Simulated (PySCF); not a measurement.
## Worked example: dipole moment from atomic charges

SeCl₄, SMILES Cl[Se](Cl)(Cl)Cl. Atoms are numbered in the order given.

```xyz
5

Se     0.0000     0.0000     0.3858
Cl     1.7217     0.0000    -1.0117
Cl     0.0000     2.3434     0.6259
Cl    -1.7217     0.0000    -1.0117
Cl     0.0000    -2.3434     0.6259
```
Charge 0, spin multiplicity 1.

Geometry optimised at PBE-D3(BJ)/def2-SVP. The isomer is the one that the SMILES or the coordinates give; other isomers of the formula were not compared.

Charges (e) from HF/def2-TZVP in PySCF:

| atom | Mulliken | IAO |
|---|---|---|
| Se1 | 0.894 | 1.242 |
| Cl2 | -0.069 | -0.136 |
| Cl3 | -0.378 | -0.485 |
| Cl4 | -0.069 | -0.136 |
| Cl5 | -0.378 | -0.485 |

The dipole moment of the full density is 0.88 D.

Question: What dipole moment does each set of point charges give, and which comes closer to that of the density?

Answer: 
μ = Σ q r, and 1 e Å = 4.8032 D.
Mulliken: Σ q r = (0.000, 0.000, 0.011) e Å, |μ| = 0.05 D.
IAO: Σ q r = (0.000, 0.000, 0.147) e Å, |μ| = 0.71 D.
IAO comes closer in size. Point charges leave out the atoms' own dipoles (lone pairs, polarised bonds); fits to the potential absorb them, partitions of the density don't.
